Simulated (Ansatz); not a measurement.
CuPd2, relaxed as a quartet with UKS PBE-D4/def2-TZVP in Ansatz, starting from the PBE-D4/def2-TZVP geometry of the neutral doublet. Force threshold 0.02 eV/Å.

In the def2 sets Pd takes a core potential; there is no spin–orbit coupling. At PBE-D4/def2-TZVP a doublet of charge 0 lies 1.59 eV below the quartet, each at its own geometry. The structure comes from a short search, and lower isomers may exist.

Start:

Cartesian coordinates in Å:
```
Pd 0.026 -1.244 -0.722
Pd 0.925 0.288 1.064
Cu -0.951 0.956 -0.341
```

Task: Estimate the energy that the relaxation releases and the steps that it takes.

Result: 8.1 kJ/mol, in 4 steps; 33 s on 2 threads of Arm Neoverse V1 on a shared host. No frequencies were taken in this run, so the end may be a saddle point.

Task: Does the start keep its bonding and symmetry?

Result: By distances, no bond broke or formed. The bond that changes most is Pd1–Pd2, from 2.52 to 2.41 Å (atoms count from 1). Point group C2v at the start, C2v at the end, both within 0.05 Å.

Task: Predict the relaxed structure.

Result: 
Cartesian coordinates in Å:
```
Pd 0.075 -1.243 -0.674
Pd 0.936 0.225 1.037
Cu -1.012 1.018 -0.363
```
Bond lengths (bridged metal pairs left out): 2 × Cu–Pd 2.53 Å; 1 × Pd–Pd 2.41 Å.
